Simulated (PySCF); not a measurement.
Cl3Ti (SMILES [Cl][Ti+]([Cl])[Cl]), charge +1, singlet, at a GFN2-xTB geometry (such geometries of metal compounds can be far from the true shape) (the multiplicity is a formal guess); PySCF with DF-CAMB3LYP/cc-pVDZ.

PySCF was given this input:
```python
from pyscf import gto, scf, dft

mol = gto.M(
    atom='''
Ti    0.109145    0.562958    0.360363
Cl    1.801908   -0.380749   -0.500030
Cl   -0.787076   -1.073990    1.367088
Cl   -1.156078    0.726205   -1.333409
''',
    basis='cc-pvdz',
    charge=1,
    spin=0,
    verbose=4,
)

mf = dft.RKS(mol)
mf.xc = 'camb3lyp'
mf.diis = False
mf.damp = 0.3
mf.diis_start_cycle = 200
mf.max_cycle = 150
mf = mf.density_fit(auxbasis='def2-universal-jkfit')
mf.kernel()
```

Task: Predict the main parts of the log of this PySCF run.

Result: 
```
PySCF version 2.14.0

[INPUT] verbose = 4
[INPUT] num. atoms = 4
[INPUT] num. electrons = 72
[INPUT] charge = 1
[INPUT] spin (= nelec alpha-beta = 2S) = 0
[INPUT] symmetry False subgroup None
[INPUT] Mole.unit = angstrom
[INPUT] Symbol           X                Y                Z      unit          X                Y                Z       unit  Magmom
[...]
nuclear repulsion = 420.463446869751
number of shells = 22
number of NR pGTOs = 245
number of NR cGTOs = 97
basis = cc-pvdz
ecp = {}

******** <class 'pyscf.df.df_jk.DFRKS'> ********
method = DFRKS
initial guess = minao
damping factor = 0.3
level_shift factor = 0
DIIS disabled
SCF conv_tol = 1e-09
SCF conv_tol_grad = None
SCF max_cycles = 150
direct_scf = False
XC library pyscf.dft.libxc version 7.1.2
    S. Lehtola, C. Steigemann, M. J. T. Oliveira, and M. A. L. Marques,  SoftwareX 7, 1–5 (2018)
XC functionals = camb3lyp
    T. Yanai, D. P. Tew, and N. C. Handy,  Chem. Phys. Lett. 393, 51 (2004)
radial grids:
    Treutler-Ahlrichs [JCP 102, 346 (1995); DOI:10.1063/1.469408] (M4) radial grids

becke partition: Becke, JCP 88, 2547 (1988); DOI:10.1063/1.454033
pruning grids: <function nwchem_prune>
grids dens level: 3
symmetrized grids: False
atomic radii adjust function: <function treutler_atomic_radii_adjust>
small_rho_cutoff = 0
Set gradient conv threshold to 3.16228e-05
Initial guess from minao.
tot grids = 77544
******** <class 'pyscf.df.df.DF'> ********
auxbasis = def2-universal-jkfit
Create RSH-DF object <pyscf.df.df.DF object> for omega=0.33
******** <class 'pyscf.df.df.DF'> ********
auxbasis = auxmol.basis = def2-universal-jkfit
init E= -2230.50608345765
[...]
cycle= 1 E= -2229.60155376373  delta_E= 0.905  |g|= 0.979  |ddm|= 4.04
[...]
cycle= 2 E= -2220.67003675523  delta_E= 8.93  |g|= 7.07  |ddm|= 4.61
[...]
cycle= 3 E= -2199.81348298702  delta_E= 20.9  |g|= 6.91  |ddm|= 13.8
[...]
cycle= 4 E= -2185.02748020579  delta_E= 14.8  |g|= 8.98  |ddm|=   81
[...]
cycle= 5 E= -2176.40774625761  delta_E= 8.62  |g|=  6.8  |ddm|= 72.6
[...]
cycle= 6 E= -2179.39554364223  delta_E= -2.99  |g|=  9.1  |ddm|=  121
[...]
cycle= 7 E= -2176.13743642883  delta_E= 3.26  |g|= 6.79  |ddm|=  121
[...]
cycle= 8 E= -2179.13798721194  delta_E=   -3  |g|= 9.09  |ddm|=  120
[...]
cycle= 9 E= -2176.08344431183  delta_E= 3.05  |g|= 6.79  |ddm|=  120
[...]
cycle= 10 E= -2179.10749500378  delta_E= -3.02  |g|= 9.09  |ddm|=  120
[...]
cycle= 11 E= -2176.07807537825  delta_E= 3.03  |g|= 6.79  |ddm|=  120
[...]
cycle= 12 E= -2179.10415736774  delta_E= -3.03  |g|= 9.09  |ddm|=  120
[...]
cycle= 13 E= -2176.07764403443  delta_E= 3.03  |g|= 6.79  |ddm|=  120
[...]
cycle= 14 E= -2179.103911025  delta_E= -3.03  |g|= 9.09  |ddm|=  120
[...]
cycle= 15 E= -2176.07769980136  delta_E= 3.03  |g|= 6.79  |ddm|=  120
[...]
cycle= 16 E= -2179.10395440946  delta_E= -3.03  |g|= 9.09  |ddm|=  119
[...]
cycle= 17 E= -2176.0777411865  delta_E= 3.03  |g|= 6.79  |ddm|=  119
[...]
cycle= 18 E= -2179.10395286839  delta_E= -3.03  |g|= 9.09  |ddm|=  119
[...]
cycle= 19 E= -2176.07774499283  delta_E= 3.03  |g|= 6.79  |ddm|=  119
[...]
cycle= 20 E= -2179.10387140441  delta_E= -3.03  |g|= 9.09  |ddm|=  119
[...]
cycle= 21 E= -2176.07771843184  delta_E= 3.03  |g|= 6.79  |ddm|=  119
[...]
cycle= 22 E= -2179.10368079967  delta_E= -3.03  |g|= 9.09  |ddm|=  119
[...]
cycle= 23 E= -2176.07765557354  delta_E= 3.03  |g|= 6.79  |ddm|=  119
[...]
cycle= 24 E= -2179.10331033511  delta_E= -3.03  |g|= 9.09  |ddm|=  119
[...]
cycle= 25 E= -2176.0775332291  delta_E= 3.03  |g|= 6.79  |ddm|=  119
[...]
cycle= 26 E= -2179.10261677167  delta_E= -3.03  |g|= 9.09  |ddm|=  119
[...]
cycle= 27 E= -2176.07730276027  delta_E= 3.03  |g|= 6.79  |ddm|=  119
[...]
cycle= 28 E= -2179.1013268475  delta_E= -3.02  |g|= 9.09  |ddm|=  119
[...]
cycle= 29 E= -2176.07687015089  delta_E= 3.02  |g|= 6.79  |ddm|=  119
[...]
cycle= 30 E= -2179.09892511943  delta_E= -3.02  |g|= 9.09  |ddm|=  119
[...]
cycle= 31 E= -2176.07605516468  delta_E= 3.02  |g|= 6.79  |ddm|=  119
[...]
cycle= 32 E= -2179.09444262841  delta_E= -3.02  |g|= 9.09  |ddm|=  119
[...]
cycle= 33 E= -2176.07451104705  delta_E= 3.02  |g|= 6.79  |ddm|=  119
[...]
cycle= 34 E= -2179.08608703963  delta_E= -3.01  |g|= 9.09  |ddm|=  119
[...]
cycle= 35 E= -2176.07157292605  delta_E= 3.01  |g|= 6.79  |ddm|=  119
[...]
cycle= 36 E= -2179.07065297711  delta_E=   -3  |g|= 9.09  |ddm|=  119
[...]
cycle= 37 E= -2176.06599268825  delta_E=    3  |g|= 6.79  |ddm|=  119
[...]
cycle= 38 E= -2179.04283464492  delta_E= -2.98  |g|=  9.1  |ddm|=  118
[...]
cycle= 39 E= -2176.05557417989  delta_E= 2.99  |g|= 6.79  |ddm|=  118
[...]
cycle= 40 E= -2178.99576999743  delta_E= -2.94  |g|=  9.1  |ddm|=  117
[...]
cycle= 41 E= -2176.03715597386  delta_E= 2.96  |g|= 6.79  |ddm|=  117
[...]
cycle= 42 E= -2178.92507251739  delta_E= -2.89  |g|= 9.11  |ddm|=  116
[...]
cycle= 43 E= -2176.00816698342  delta_E= 2.92  |g|= 6.79  |ddm|=  115
[...]
cycle= 44 E= -2178.83875526082  delta_E= -2.83  |g|= 9.12  |ddm|=  114
[...]
cycle= 45 E= -2175.97095086367  delta_E= 2.87  |g|= 6.79  |ddm|=  113
[...]
cycle= 46 E= -2178.75785469694  delta_E= -2.79  |g|= 9.13  |ddm|=  111
[...]
cycle= 47 E= -2175.9339006176  delta_E= 2.82  |g|= 6.79  |ddm|=  110
[...]
cycle= 48 E= -2178.69907175933  delta_E= -2.77  |g|= 9.14  |ddm|=  109
[...]
cycle= 49 E= -2175.90447949994  delta_E= 2.79  |g|= 6.79  |ddm|=  108
[...]
cycle= 50 E= -2178.66319392066  delta_E= -2.76  |g|= 9.15  |ddm|=  107
[...]
cycle= 51 E= -2175.88422428024  delta_E= 2.78  |g|= 6.79  |ddm|=  107
[...]
cycle= 52 E= -2178.64308887704  delta_E= -2.76  |g|= 9.15  |ddm|=  106
[...]
cycle= 53 E= -2175.8712048681  delta_E= 2.77  |g|= 6.79  |ddm|=  106
[...]
cycle= 54 E= -2178.63207431525  delta_E= -2.76  |g|= 9.16  |ddm|=  106
[...]
cycle= 55 E= -2175.86306264989  delta_E= 2.77  |g|= 6.79  |ddm|=  105
[...]
cycle= 56 E= -2178.62602028732  delta_E= -2.76  |g|= 9.16  |ddm|=  105
[...]
cycle= 57 E= -2175.85802268604  delta_E= 2.77  |g|= 6.79  |ddm|=  105
[...]
[...]
[...]
cycle= 74 E= -2178.61814983715  delta_E= -2.77  |g|= 9.16  |ddm|=  105
[...]
cycle= 75 E= -2175.85000593366  delta_E= 2.77  |g|= 6.79  |ddm|=  105
[...]
cycle= 76 E= -2178.61811907532  delta_E= -2.77  |g|= 9.16  |ddm|=  105
[...]
cycle= 77 E= -2175.84996445408  delta_E= 2.77  |g|= 6.79  |ddm|=  105
[...]
cycle= 78 E= -2178.61810014713  delta_E= -2.77  |g|= 9.16  |ddm|=  105
[...]
cycle= 79 E= -2175.84993865748  delta_E= 2.77  |g|= 6.79  |ddm|=  105
[...]
cycle= 80 E= -2178.61808846852  delta_E= -2.77  |g|= 9.16  |ddm|=  105
[...]
cycle= 81 E= -2175.84992260496  delta_E= 2.77  |g|= 6.79  |ddm|=  105
[...]
cycle= 82 E= -2178.61808124737  delta_E= -2.77  |g|= 9.16  |ddm|=  105
[...]
cycle= 83 E= -2175.8499126109  delta_E= 2.77  |g|= 6.79  |ddm|=  105
[...]
cycle= 84 E= -2178.6180767747  delta_E= -2.77  |g|= 9.16  |ddm|=  105
[...]
cycle= 85 E= -2175.84990638612  delta_E= 2.77  |g|= 6.79  |ddm|=  105
[...]
cycle= 86 E= -2178.61807400075  delta_E= -2.77  |g|= 9.16  |ddm|=  105
[...]
cycle= 87 E= -2175.84990250763  delta_E= 2.77  |g|= 6.79  |ddm|=  105
[...]
cycle= 88 E= -2178.61807227839  delta_E= -2.77  |g|= 9.16  |ddm|=  105
[...]
cycle= 89 E= -2175.84990009033  delta_E= 2.77  |g|= 6.79  |ddm|=  105
[...]
cycle= 90 E= -2178.61807120807  delta_E= -2.77  |g|= 9.16  |ddm|=  105
[...]
cycle= 91 E= -2175.8498985833  delta_E= 2.77  |g|= 6.79  |ddm|=  105
[...]
cycle= 92 E= -2178.61807054255  delta_E= -2.77  |g|= 9.16  |ddm|=  105
[...]
cycle= 93 E= -2175.8498976436  delta_E= 2.77  |g|= 6.79  |ddm|=  105
[...]
cycle= 94 E= -2178.61807012843  delta_E= -2.77  |g|= 9.16  |ddm|=  105
[...]
cycle= 95 E= -2175.84989705753  delta_E= 2.77  |g|= 6.79  |ddm|=  105
[...]
cycle= 96 E= -2178.61806987067  delta_E= -2.77  |g|= 9.16  |ddm|=  105
[...]
cycle= 97 E= -2175.84989669198  delta_E= 2.77  |g|= 6.79  |ddm|=  105
[...]
cycle= 98 E= -2178.61806971011  delta_E= -2.77  |g|= 9.16  |ddm|=  105
[...]
cycle= 99 E= -2175.84989646391  delta_E= 2.77  |g|= 6.79  |ddm|=  105
[...]
cycle= 100 E= -2178.61806961017  delta_E= -2.77  |g|= 9.16  |ddm|=  105
[...]
cycle= 101 E= -2175.84989632161  delta_E= 2.77  |g|= 6.79  |ddm|=  105
[...]
cycle= 102 E= -2178.61806954785  delta_E= -2.77  |g|= 9.16  |ddm|=  105
[...]
cycle= 103 E= -2175.84989623284  delta_E= 2.77  |g|= 6.79  |ddm|=  105
[...]
cycle= 104 E= -2178.61806950906  delta_E= -2.77  |g|= 9.16  |ddm|=  105
[...]
cycle= 105 E= -2175.84989617744  delta_E= 2.77  |g|= 6.79  |ddm|=  105
[...]
cycle= 106 E= -2178.61806948485  delta_E= -2.77  |g|= 9.16  |ddm|=  105
[...]
cycle= 107 E= -2175.84989614286  delta_E= 2.77  |g|= 6.79  |ddm|=  105
[...]
cycle= 108 E= -2178.61806946974  delta_E= -2.77  |g|= 9.16  |ddm|=  105
[...]
cycle= 109 E= -2175.84989612129  delta_E= 2.77  |g|= 6.79  |ddm|=  105
[...]
cycle= 110 E= -2178.61806946039  delta_E= -2.77  |g|= 9.16  |ddm|=  105
[...]
cycle= 111 E= -2175.84989610781  delta_E= 2.77  |g|= 6.79  |ddm|=  105
[...]
cycle= 112 E= -2178.61806945451  delta_E= -2.77  |g|= 9.16  |ddm|=  105
[...]
cycle= 113 E= -2175.8498960994  delta_E= 2.77  |g|= 6.79  |ddm|=  105
[...]
cycle= 114 E= -2178.6180694509  delta_E= -2.77  |g|= 9.16  |ddm|=  105
[...]
cycle= 115 E= -2175.84989609416  delta_E= 2.77  |g|= 6.79  |ddm|=  105
[...]
cycle= 116 E= -2178.6180694486  delta_E= -2.77  |g|= 9.16  |ddm|=  105
[...]
cycle= 117 E= -2175.84989609089  delta_E= 2.77  |g|= 6.79  |ddm|=  105
[...]
cycle= 118 E= -2178.6180694472  delta_E= -2.77  |g|= 9.16  |ddm|=  105
[...]
cycle= 119 E= -2175.84989608884  delta_E= 2.77  |g|= 6.79  |ddm|=  105
[...]
cycle= 120 E= -2178.61806944629  delta_E= -2.77  |g|= 9.16  |ddm|=  105
[...]
cycle= 121 E= -2175.84989608756  delta_E= 2.77  |g|= 6.79  |ddm|=  105
[...]
cycle= 122 E= -2178.61806944576  delta_E= -2.77  |g|= 9.16  |ddm|=  105
[...]
cycle= 123 E= -2175.84989608677  delta_E= 2.77  |g|= 6.79  |ddm|=  105
[...]
cycle= 124 E= -2178.61806944543  delta_E= -2.77  |g|= 9.16  |ddm|=  105
[...]
cycle= 125 E= -2175.84989608629  delta_E= 2.77  |g|= 6.79  |ddm|=  105
[...]
cycle= 126 E= -2178.61806944524  delta_E= -2.77  |g|= 9.16  |ddm|=  105
[...]
cycle= 127 E= -2175.84989608596  delta_E= 2.77  |g|= 6.79  |ddm|=  105
[...]
cycle= 128 E= -2178.61806944508  delta_E= -2.77  |g|= 9.16  |ddm|=  105
[...]
cycle= 129 E= -2175.84989608577  delta_E= 2.77  |g|= 6.79  |ddm|=  105
[...]
cycle= 130 E= -2178.618069445  delta_E= -2.77  |g|= 9.16  |ddm|=  105
[...]
cycle= 131 E= -2175.84989608565  delta_E= 2.77  |g|= 6.79  |ddm|=  105
[...]
cycle= 132 E= -2178.61806944494  delta_E= -2.77  |g|= 9.16  |ddm|=  105
[...]
cycle= 133 E= -2175.84989608557  delta_E= 2.77  |g|= 6.79  |ddm|=  105
[...]
cycle= 134 E= -2178.61806944489  delta_E= -2.77  |g|= 9.16  |ddm|=  105
[...]
cycle= 135 E= -2175.84989608553  delta_E= 2.77  |g|= 6.79  |ddm|=  105
[...]
cycle= 136 E= -2178.61806944486  delta_E= -2.77  |g|= 9.16  |ddm|=  105
[...]
cycle= 137 E= -2175.8498960855  delta_E= 2.77  |g|= 6.79  |ddm|=  105
[...]
cycle= 138 E= -2178.61806944485  delta_E= -2.77  |g|= 9.16  |ddm|=  105
[...]
cycle= 139 E= -2175.84989608547  delta_E= 2.77  |g|= 6.79  |ddm|=  105
[...]
cycle= 140 E= -2178.61806944486  delta_E= -2.77  |g|= 9.16  |ddm|=  105
[...]
cycle= 141 E= -2175.84989608546  delta_E= 2.77  |g|= 6.79  |ddm|=  105
[...]
cycle= 142 E= -2178.61806944485  delta_E= -2.77  |g|= 9.16  |ddm|=  105
[...]
cycle= 143 E= -2175.84989608546  delta_E= 2.77  |g|= 6.79  |ddm|=  105
[...]
cycle= 144 E= -2178.61806944486  delta_E= -2.77  |g|= 9.16  |ddm|=  105
[...]
cycle= 145 E= -2175.84989608545  delta_E= 2.77  |g|= 6.79  |ddm|=  105
[...]
cycle= 146 E= -2178.61806944487  delta_E= -2.77  |g|= 9.16  |ddm|=  105
[...]
cycle= 147 E= -2175.84989608544  delta_E= 2.77  |g|= 6.79  |ddm|=  105
[...]
cycle= 148 E= -2178.61806944487  delta_E= -2.77  |g|= 9.16  |ddm|=  105
[...]
cycle= 149 E= -2175.84989608545  delta_E= 2.77  |g|= 6.79  |ddm|=  105
[...]
cycle= 150 E= -2178.61806944484  delta_E= -2.77  |g|= 9.16  |ddm|=  105
SCF not converged.
SCF energy = -2178.61806944484
```

Convergence was not reached.
